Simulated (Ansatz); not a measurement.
Total energies of B8N⁺ from Ansatz at PBE0-D4/def2-TZVP, gas phase (1 Eh = 27.2114 eV = 2625.5 kJ/mol). The reference geometry is relaxed at PBE0-D4/def2-SVP.

Cartesian coordinates in Å:
```
N 2.491 -0.156 -0.315
B 1.568 -1.036 0.078
B 1.631 0.863 -0.363
B -1.551 -1.290 0.316
B -1.462 1.393 -0.307
B 0.129 1.497 -0.311
B -2.267 0.091 0.066
B 0.030 -1.486 0.382
B -0.570 0.125 0.454
```

```json
{"state": "charge 1 singlet", "geometry": "reference", "energy (Eh)": "-252.82751"}
{"state": "charge 0 doublet", "geometry": "reference", "energy (Eh)": "-253.13052"}
{"state": "charge 1 triplet", "geometry": "relaxed at PBE0-D4/def2-SVP", "energy (Eh)": "-252.82248"}
{"state": "charge 1 quintet", "geometry": "relaxed at PBE0-D4/def2-SVP", "energy (Eh)": "-252.73568"}
```

Task: Work out the vertical electron affinity, to the doublet.

Result: E(charge 1 singlet) − E(charge 0 doublet) = -252.82751 − (-253.13052) = 0.30301 Eh = 8.25 eV.

Task: Which of the charge 1 states is lowest, and how far above it are the others?

Result: The singlet. triplet: -252.82248 − (-252.82751) = 0.00503 Eh = 13.2 kJ/mol; quintet: -252.73568 − (-252.82751) = 0.09183 Eh = 241.1 kJ/mol.

The structure comes from a short search, and lower isomers may exist.
